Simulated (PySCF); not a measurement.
Species: BF3H3P.
Numbering: `[BH3-:1][P+:2]([F:3])([F:4])[F:5]` (hydrogens: H6, H7, H8 on B1)

Geometry (PBE0-D3(BJ)/def2-TZVP, Å), atoms numbered from 1 in this order:
```
atom  x, y, z in Å
B1     1.085   -0.119    0.044
P2    -0.739    0.078   -0.042
F3    -1.509   -0.791   -1.057
F4    -1.291    1.472   -0.404
F5    -1.551   -0.213    1.236
H6     1.218   -1.280    0.346
H7     1.399    0.672    0.900
H8     1.442    0.161   -1.075
```

Level: wB97X-D/pcSseg-2 in PySCF, non-relativistic, on one gas-phase PBE0-D3(BJ)/def2-TZVP geometry that isn't relaxed in the solvent. The solvent is an IEF-PCM continuum (cavity from Bondi-type radii × 1.2). Only the electrostatic response of the medium enters.

Gas phase at wB97X-D/pcSseg-2: HOMO -11.66 eV, LUMO 1.96 eV, dipole 1.66 D.

**Question.** What does the continuum do to the energy, the frontier levels and the dipole at wB97X-D/pcSseg-2 in chloroform?

**Answer.** 
| solvent | ε | E(solvent) − E(gas) (kcal/mol) | polarisation term (kcal/mol) | distortion of the solute (kcal/mol) | HOMO (eV) | LUMO (eV) | dipole (D) |
| --- | --- | --- | --- | --- | --- | --- | --- |
| chloroform | 4.711 | -1.89 | -2.08 | 0.19 | -11.61 | 2.16 | 2.00 |

Polarisation term: ½ Σ q·V over the induced surface charges. Distortion: the rise of the solute's own energy as its density leaves the gas-phase optimum.

**Question.** Which radius a makes the point-dipole formula ΔE = −[(ε − 1)/(2ε + 1)]·μ²/a³ give the value in chloroform, with the gas-phase dipole?

**Answer.** μ = 0.652 au and |ΔE| = 0.00302 Eh give a = 1.95 Å; the farthest nucleus lies 2.01 Å from the centroid of the nuclei, so such a sphere wouldn't even hold the nuclei. The formula assumes a rigid point dipole at the centre of a sphere.

**Question.** Give the dipole vector in the frame of the coordinates (D, pointing from negative to positive charge), gas and chloroform.

**Answer.** Gas (-1.64, 0.18, -0.08), solvent (-1.98, 0.21, -0.10). Its length changes by +21 % and its direction by less than 1°.

wB97X-D is run here without its empirical dispersion term; that term would change no orbital, density or response property at a fixed geometry.
